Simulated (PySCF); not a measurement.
S4, SMILES S1SSS1. Atoms are numbered in the order given.

```xyz
4

S      1.0381    -1.0381    -0.3134
S      1.0381     1.0381     0.3134
S     -1.0381     1.0381    -0.3134
S     -1.0381    -1.0381     0.3134
```

Geometry optimised at B3LYP-D3(BJ)/def2-SVP.

Two levels are set side by side: PBE/pcSseg-2 (PySCF) and PBE0/pcSseg-2 (PySCF). GIAO shifts against H2S (³³S) at the same level; non-relativistic, no solvent, atoms listed together averaged. Differences are taken from unrounded values.

```csv
quantity,PBE0,PBE,PBE minus PBE0
"δ(³³S) of S1, S2, S3, S4 (ppm)",740.1,820.4,80.3
```

Rough cost on one machine, each run with all the roots and properties that it gave: PBE0 against PBE within a factor of 2.
